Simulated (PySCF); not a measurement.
## H₄RuO + N₂ → RuN(OH) + NH₃

Level: PBE0 in the def2-TZVP basis family, computed in PySCF with density fitting; scalar-relativistic core potentials for atoms from Rb on, none lighter, no spin–orbit coupling; open shells unrestricted.

```csv
species,state and structure,E (Eh),ZPE (kJ/mol),H(298 K) − H(0) (kJ/mol),S° (J/(mol K))
H₄RuO,"singlet, C4v, Ru–H 1.580 Å (×4), Ru–O 1.618 Å; H–Ru–H 76.5° (×4), H–Ru–H 122.3° (×2), H–Ru–O 118.8° (×4)",-172.40737,89.0,12.1,255.6
N₂,"singlet, D∞h, N–N 1.089 Å",-109.44629,14.9,8.7,191.4
RuN(OH),"singlet, Cs, O–H 0.955 Å, Ru–N 1.553 Å, Ru–O 1.914 Å; H–O–Ru 138.3°, N–Ru–O 154.9°",-225.33099,41.8,13.3,281.3
NH₃,"singlet, C3v, N–H 1.013 Å (×3); H–N–H 107.1° (×3)",-56.51312,90.6,10.0,192.4
```

(1) What is the electronic reaction energy?

(2) Add zero-point, thermal and entropy terms for 298.15 K and 1 bar.

Answers

(1) At PBE0/def2-TZVP, ΔE = 25.1 kJ/mol from the differences of the total energies times 2625.5, uphill. 

(2) ΔZPE = 28.5 and Δ[H(298) − H(0)] = 2.5 kJ/mol give ΔH° = 56.1 kJ/mol. ΔS° = 26.7 J/(mol K), so ΔG° = 56.1 − 298.15 × (0.0267) = 48 kJ/mol and log₁₀K = -8.4.

Each species is the lowest minimum found with this bonding; other isomers or fragments can lie lower.
